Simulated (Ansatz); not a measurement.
`Cl[SiH](Cl)I` + H₂ → `Cl[SiH2]Cl` + HI at 700 K and 1 bar (hydrogenolysis of the Si–I bond).

Computed with Ansatz on PBE0-D4/def2-TZVP structures; ΔE is electronic, products minus reactants. CCSD(T)/CBS is the MP2 limit (def2-TZVPP, def2-QZVPP) plus CCSD(T) − MP2 in def2-TZVPP, frozen cores. This one scheme is used for every species. def2 core potentials past Kr. For I outer-core shells are correlated without core-valence functions, which leaves a few kJ/mol of doubt a bond.

```tsv
species	CCSD(T)/CBS energy (Eh)	H − E (kJ/mol)	S (J/(mol·K))
`Cl[SiH](Cl)I`	-1506.81701	87.9	419.4
H₂	-1.17544	46.8	155.3
`Cl[SiH2]Cl`	-1209.93203	98.0	351.1
HI	-298.03592	34.6	231.7
```

H − E and S are ideal-gas, rigid-rotor, harmonic terms from PBE0-D4/def2-TZVP. The MP2-based limit puts H₂ 0.8 mEh under its directly extrapolated value; such offsets cancel only in part. 1 Eh = 2625.50 kJ/mol, R = 8.31446 J/(mol·K).

Problem. By hand: ΔE, ΔH, ΔS and ΔG.

Solution. ΔE = (-1209.93203) + (-298.03592) − (-1506.81701) − (-1.17544) = 0.02450 Eh = 64.3 kJ/mol. Δ(H − E) = 98.0 + 34.6 − 87.9 − 46.8 = -2.1, so ΔH = 62.2 kJ/mol. ΔS = 351.1 + 231.7 − 419.4 − 155.3 = 8.1 J/(mol·K). ΔG = 62.2 − 700 × (8.1)/1000 = 56.5 kJ/mol.

Problem. By hand: the equilibrium constant, and the temperature at which ΔG would vanish if ΔH and ΔS stayed fixed.

Solution. log₁₀ K = −ΔG/(RT ln 10) = -4.2. ΔG = 0 at ΔH/ΔS = 7679 K, far beyond where these terms or the molecules hold.

The number of gas molecules stays the same, so ΔS is small and ΔH decides. A doubt of 5 kJ/mol in ΔE shifts log₁₀ K by 0.4 here. These are equilibria of isolated gas molecules and say nothing of rates. Largest T1 diagnostic: 0.008 (customary marks: 0.02 for closed shells, 0.045 for open ones).
